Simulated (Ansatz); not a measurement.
Molecule: Si2F6, net charge 0, singlet state. 
Coordinates optimised at B3LYP-D3(BJ)/def2-TZVP (Ansatz, a quantum-chemistry and plane-wave program):
```xyz
8

F      1.6046    -1.5923    -0.2008
Si     1.1619    -0.0853    -0.0296
F      1.7497     0.7453    -1.2384
F      1.7944     0.4691     1.3079
Si    -1.1619     0.0853     0.0296
F     -1.6044     1.5910     0.2126
F     -1.7937    -0.4583    -1.3127
F     -1.7506    -0.7548     1.2313
```
Charge 0, spin multiplicity 1.

Quantity: atomisation energy (electronic, to ground-state atoms), in kcal/mol. Cores are frozen in the correlated levels unless marked. Open shells are spin-unrestricted. No spin-orbit coupling. Non-relativistic. The coupled-cluster limit lacks core correlation, which all-electron functionals hold. CBS(X,Y): correlation extrapolated as X^-3; Hartree-Fock from the larger set. The bracket is a focal-point correction in the basis named.

| level | program | atomisation energy (kcal/mol) | minus last row |
|---|---|---|---|
| HF/aug-cc-pV(Q+d)Z | Ansatz | 671.6 | -233.1 |
| r2SCAN-D3(BJ)/def2-TZVPD | Ansatz + dftd3 | 894.1 | -10.6 |
| r2SCAN-D4/def2-TZVPD | Ansatz + dftd4 | 894.3 | -10.4 |
| B97M-V/def2-TZVPD | Ansatz | 891.1 | -13.6 |
| PBE0/STO-3G | Ansatz | 736.1 | -168.6 |
| PBE0/def2-SVP | Ansatz | 845.8 | -58.9 |
| PBE0-D3(BJ)/def2-TZVPD | Ansatz + dftd3 | 874.5 | -30.2 |
| PBE0/def2-QZVPP | Ansatz | 875.9 | -28.8 |
| LC-wPBE-D3(BJ)/def2-TZVPD | Ansatz + dftd3 | 894.6 | -10.1 |
| wB97M-V/def2-TZVPD | Ansatz | 889.7 | -15.0 |
| B2PLYP-D3(BJ)/def2-TZVPD | Ansatz + dftd3 | 885.9 | -18.8 |
| MP2/aug-cc-pV(D+d)Z | Ansatz | 872.6 | -32.1 |
| RI-MP2/CBS(aug-cc-pV(T+d)Z,aug-cc-pV(Q+d)Z) | Ansatz | 954.0 | 49.3 |
| RI-MP2/CBS(cc-pV(T+d)Z,cc-pV(Q+d)Z) | Ansatz | 951.9 | 47.2 |
| SCS-MP2/aug-cc-pV(T+d)Z | Ansatz | 902.2 | -2.5 |
| CCSD/cc-pwCVTZ | Ansatz | 857.5 | -47.2 |
| CCSD/cc-pV(Q+d)Z | Ansatz | 875.9 | -28.8 |
| CCSD(T) with core electrons (1s frozen past Ne)/cc-pwCVTZ | Ansatz | 873.8 | -30.9 |
| RI-MP2/CBS(aug-cc-pV(T+d)Z,aug-cc-pV(Q+d)Z)+[CCSD(T)-MP2]/aug-cc-pV(D+d)Z | Ansatz | 902.7 | -2.0 |
| RI-MP2/CBS(aug-cc-pV(T+d)Z,aug-cc-pV(Q+d)Z)+[CCSD(T)-MP2]/aug-cc-pV(T+d)Z | Ansatz | 904.2 | -0.5 |
| CCSD(T)/CBS(cc-pV(T+d)Z,cc-pV(Q+d)Z) | Ansatz | 904.7 | 0.0 |
